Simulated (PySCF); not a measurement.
# Dipole response of Re (rhenium, neutral)

[Xe] 4f14 5d5 6s1 6p1, high-spin 8P determinant (an excited configuration). Calculation: PySCF 2.14, in ANO-RCC-VTZP (8s7p5d3f2g1h, 104 functions); the spin-free X2C one-electron Hamiltonian (Gaussian nucleus). Coupled (time-dependent) response in atomic units; α is the mean over directions. The basis has no added diffuse functions, which lowers α and C₆.

```
method  mean α (bohr³)         α xx, yy, zz  C₆ (like pair)  S(−4)
   UHF           38.52  41.83, 31.91, 41.83           377.0  529.2
```

S(−4) is the Cauchy moment in α(ω) = α(0) + S(−4) ω² + …

Spin-orbit coupling is absent.

α(iu) at UHF:

```
u (hartree)  α(iu) (bohr³)
          0          38.52
     0.0500          37.26
      0.100          34.04
      0.200          26.07
      0.300          19.69
      0.500          12.41
      0.750          8.293
       1.00          6.201
       1.50          4.030
       2.00          2.872
       3.00          1.684
       5.00         0.7999
```

A single London oscillator, α(iu) = α/(1 + u²/ω²), gives C₆ = (3/4) ω α². Matching the computed C₆ needs ω = 4 × 377.0 / (3 × 38.52²) = 0.339 hartree.

The components differ because the open shell of this determinant is not spherical; for a pure term their mean is the scalar polarisability.

Spin-orbit coupling, absent here, splits the open shell strongly.
